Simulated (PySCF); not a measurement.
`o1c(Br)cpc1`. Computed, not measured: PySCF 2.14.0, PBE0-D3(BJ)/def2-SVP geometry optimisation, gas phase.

```
atom  x, y, z in Å
Br1    2.5014   -0.1804   -1.0880
C2     0.8140    0.0061   -0.3341
C3     0.2623    1.0826    0.2824
P4    -1.3926    0.6982    0.8207
C5    -1.1619   -0.8600    0.1596
O6     0.0353   -1.0807   -0.4118
H7     0.7819    2.0304    0.4138
H8    -1.8279   -1.7220    0.1208
```

Problem. Give the dihedral angles P4–C5–O6–C2, O6–C2–C3–H7, O6–C2–C3–P4, H8–C5–O6–C2, Br1–C2–C3–H7.

Solution. P4–C5–O6–C2 0° (synperiplanar); O6–C2–C3–H7 180° (antiperiplanar); O6–C2–C3–P4 0° (synperiplanar); H8–C5–O6–C2 180° (antiperiplanar); Br1–C2–C3–H7 0° (synperiplanar). Dihedral signs follow IUPAC: positive where, seen along the central bond, the front bond turns clockwise onto the rear one.

Problem. What is the longest distance between nuclei?

Solution. Br1···H8, 4.75 Å; the next longest distance is 4.58 Å.

Problem. Work out the bond lengths Br1–C2, C2–C3, C3–P4, C3–H7, P4–C5, C5–O6, C5–H8 in pm.

Solution. For Br1–C2 the difference vector is (-1.6874, 0.1865, 0.7539) Å, of length 1.8575 Å. Br1–C2 185.8; C2–C3 135.8; C3–P4 178.2; C3–H7 108.9; P4–C5 170.8; C5–O6 134.5; C5–H8 109.0 pm.

Problem. How far are the heavy atoms from their best plane (unweighted least squares)?

Solution. 0.001 Å rms; none is more than 0.001 Å off.

Problem. What are the angles C3–C2–O6, Br1–C2–O6, Br1–C2–C3, C2–C3–P4, C3–P4–C5, O6–C5–H8, P4–C5–O6?

Solution. From the scalar product of the two bond vectors; for C3–C2–O6 it is -0.7882 Å² over 1.3577 × 1.3392 Å², cos θ = -0.4335. C3–C2–O6 115.7°; Br1–C2–O6 115.0°; Br1–C2–C3 129.3°; C2–C3–P4 110.1°; C3–P4–C5 87.4°; O6–C5–H8 113.5°; P4–C5–O6 115.7°.

Problem. Where is the centre of mass (commonest isotopes), and what is the radius of gyration?

Solution. Mass 163.903 u; centre at (0.932, -0.042, -0.398) Å; Rg = √(Σ m r²/M) = 1.914 Å. As Ia + Ib + Ic = 2 Σ m r², the three principal moments sum to 1200.9 u·Å².

Problem. What is the repulsion energy of the bare nuclei, Σ ZA·ZB/RAB?

Solution. 450.22 Eh over 28 pairs, with full nuclear charges and distances in bohr; the largest single term is 62.79 Eh (Br1 with P4).

Problem. How far apart are these pairs, which share no bond: Br1···O6, Br1···H7, C2···P4, C2···C5, P4···H7, C5···H7?

Solution. Br1···O6 2.711 Å (2 bonds apart); Br1···H7 3.178 Å (3 bonds apart); C2···P4 2.585 Å (2 bonds apart); C2···C5 2.213 Å (2 bonds apart); P4···H7 2.582 Å (2 bonds apart); C5···H7 3.492 Å (3 bonds apart).

Stationary, but not proved a minimum.
